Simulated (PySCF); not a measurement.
[La(P5)2]+: from a saddle point downhill

PySCF 2.14.0, RKS PBE, La lcecp-1-SVP with ECP46, P def2-SVP; non-relativistic Hamiltonian with scalar-relativistic core potentials where named; density fitting; no spin-orbit coupling. Relaxed within the symmetry of its start, the geometry (D5d) is

```xyz
11

La    0.0000    0.0000    0.0000
P     0.0000    1.8317    2.6380
P    -1.7421    0.5660    2.6380
P    -1.0767   -1.4819    2.6380
P     1.0767   -1.4819    2.6380
P     1.7421    0.5660    2.6380
P     0.0000   -1.8317   -2.6380
P    -1.7421   -0.5660   -2.6380
P    -1.0767    1.4819   -2.6380
P     1.0767    1.4819   -2.6380
P     1.7421   -0.5660   -2.6380
```

and its lowest harmonic modes are -44, -40, -14, 86, 87, 91 cm⁻¹ (negative: unstable). It was moved along the lowest mode and relaxed again.

Where does it end, and how much lower?

In C2, 0.275 eV lower, after 12 steps:
```xyz
11

La   -0.8509    0.0005    0.0000
P     0.1778    1.8290    2.3965
P    -1.4510    0.5654    3.0380
P    -0.8265   -1.4792    2.7885
P     1.1686   -1.4835    1.9837
P     1.7921    0.5702    1.7456
P     0.1777   -1.8292   -2.3956
P    -1.4510   -0.5657   -3.0377
P    -0.8264    1.4789   -2.7892
P     1.1687    1.4834   -1.9845
P     1.7921   -0.5703   -1.7453
```

How do the contacts change?


| contact | saddle (Å) | end (Å) |
| --- | --- | --- |
| La1–P4 (P5) | 3.212 | 3.157 |
| La1–P10 (P5) | 3.212 | 3.196 |
| La1–P3 (P5) | 3.212 | 3.148 |
| La1–P8 (P5) | 3.212 | 3.148 |


Is the end a minimum?

Yes, as far as the noise of the softest modes lets one tell (those above −25 cm⁻¹ count as noise); lowest modes -17, -15, 52, 96, 106, 112 cm⁻¹.

State: singlet in the valence, with the 4f electrons in the core potential.
